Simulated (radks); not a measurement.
Problem. The europium ion Eu4+, 59 electrons, occupied as [Xe] 4f5. All-electron calculation, scalar-relativistic Kohn-Sham, BLYP, spin-polarised, spherical densities, finite nucleus; open shells are filled with parallel spins first (spin-orbit coupling, left out, can overturn this in heavy ions); Fermi nuclear charge, rms radius 5.1115 fm. Program: a radial shooting solver on a logarithmic mesh with Libxc functionals. Some entries of the table are withheld. Estimate them.

orbital,occ.,eigenvalue (eV),<r> (bohr),<1/r> (bohr^-1)
1s down,1,-48419.92,0.02232,70.22
1s up,1,-48419.92,0.02232,70.22
2s up,1,-7995.546,0.09512,16.27
2s down,1,-7995.507,0.09512,16.27
2p up,3,-7130.299,0.08389,15.23
2p down,3,-7130.273,0.08389,15.23
3s up,1,-1802.680,0.2497,5.959
3s down,1,-1800.736,0.2495,5.964
3p up,3,-1533.379,0.2482,5.611
3p down,3,-1531.447,0.2480,5.616
3d up,5,-1172.758,0.2261,5.324
3d down,5,-1171.267,0.2259,5.329
4s up,1,-401.8917,0.5643,2.516
4s down,1,-397.2246,0.5644,2.515
4p up,3,-312.9264,0.5966,2.317
4p down,3,-308.3126,0.5968,2.316
4d up,5,-188.8512,(1),2.046
4d down,5,-184.3344,(2),2.042
5s up,1,(3),1.311,1.015
5s down,1,(4),1.326,1.001
5p up,3,-66.5294,(5),0.8803
5p down,3,-64.9046,(6),0.8652
4f up,5,-54.1880,0.8160,1.556
4f down,0,-50.1177,0.8365,1.532

Solution. 
(1) 4d up <r> (bohr): 0.6471
(2) 4d down <r> (bohr): 0.6483
(3) 5s up eigenvalue (eV): -89.8174
(4) 5s down eigenvalue (eV): -87.6511
(5) 5p up <r> (bohr): 1.490
(6) 5p down <r> (bohr): 1.511
